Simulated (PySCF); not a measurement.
# ECD: `C[C@@H]1[Si@H](B)C1`, C3H9BSi

Molfile (atoms numbered from 1):
```
C3H9BSi
     RDKit          3D

 14 14  0  0  0  0  0  0  0  0999 V2000
    1.8059   -1.3397    0.7347 B   0  0  0  0  0  0  0  0  0  0  0  0
    1.1075    0.4193    0.6039 Si  0  0  2  0  0  4  0  0  0  0  0  0
   -0.7453    0.7648    0.9872 C   0  0  0  0  0  0  0  0  0  0  0  0
   -0.4585    0.7852   -0.4759 C   0  0  2  0  0  0  0  0  0  0  0  0
   -1.0683   -0.2823   -1.3433 C   0  0  0  0  0  0  0  0  0  0  0  0
    2.9410   -1.5131    0.9700 H   0  0  0  0  0  0  0  0  0  0  0  0
    1.1406   -2.2920    0.5827 H   0  0  0  0  0  0  0  0  0  0  0  0
    1.8079    1.7026    0.7547 H   0  0  0  0  0  0  0  0  0  0  0  0
   -1.0067    1.7033    1.4519 H   0  0  0  0  0  0  0  0  0  0  0  0
   -1.3497   -0.0556    1.3453 H   0  0  0  0  0  0  0  0  0  0  0  0
   -0.4841    1.7666   -0.9355 H   0  0  0  0  0  0  0  0  0  0  0  0
   -0.5476   -0.3566   -2.2970 H   0  0  0  0  0  0  0  0  0  0  0  0
   -1.0278   -1.2514   -0.8518 H   0  0  0  0  0  0  0  0  0  0  0  0
   -2.1156   -0.0517   -1.5493 H   0  0  0  0  0  0  0  0  0  0  0  0
  1  2  1  0
  2  3  1  0
  3  4  1  0
  4  5  1  0
  4  2  1  0
  1  6  1  0
  1  7  1  0
  2  8  1  1
  3  9  1  0
  3 10  1  0
  4 11  1  6
  5 12  1  0
  5 13  1  0
  5 14  1  0
M  END
```

Method used: PySCF 2.14.0, TDDFT PBE0/def2-SVPD circular dichroism and optical rotation, one conformer, gas phase. Geometry: GFN2-xTB.

States above about 6.6 eV (minus the energy of the highest occupied orbital) lie near or above the ionisation threshold and depend on the basis.

Q: Assign R or S to each stereocentre.

A: Si2 R, C4 S.

Q: Which excitations and rotatory strengths does the calculation give?

A: Rotatory strengths R in 10⁻⁴⁰ esu² cm², velocity form and length form (origin at the centre of mass); f in length form.
| state | E (eV) | λ (nm) | f | R (velocity) | R (length) | main |
| --- | --- | --- | --- | --- | --- | --- |
| 1 | 3.81 | 326 | 0.217 | +15.8 | +14.8 | HOMO→LUMO 0.97 |
| 2 | 4.50 | 275 | 0.012 | -1.0 | -0.2 | HOMO−1→LUMO 0.82, HOMO−2→LUMO 0.15 |
| 3 | 4.99 | 249 | 0.004 | +15.3 | +14.6 | HOMO−2→LUMO 0.84, HOMO−1→LUMO 0.14 |
| 4 | 5.80 | 214 | 0.001 | -19.7 | -19.8 | HOMO−3→LUMO 0.76, HOMO−4→LUMO 0.19 |
| 5 | 6.15 | 201 | 0.003 | +0.4 | +0.3 | HOMO→LUMO+2 0.58, HOMO→LUMO+1 0.39 |
| 6 | 6.40 | 194 | 0.054 | +23.3 | +21.3 | HOMO→LUMO+1 0.59, HOMO→LUMO+2 0.36 |
| 7 | 6.48 | 191 | 0.003 | -13.1 | -12.9 | HOMO−4→LUMO 0.78, HOMO−3→LUMO 0.20 |
| 8 | 6.72 | 184 | 0.101 | -6.8 | -6.3 | HOMO→LUMO+3 0.92 |

Among the states computed, the strongest CD band (largest |R|) is state 6. The largest dissymmetry factor in size, g = 4R/(D+G), with D and G the electric and magnetic dipole strengths, is -0.14 for state 4 (velocity form, f = 0.001), among bands with |R| over 0.5. The mirror image has the same energies and oscillator strengths and all R with the opposite sign.
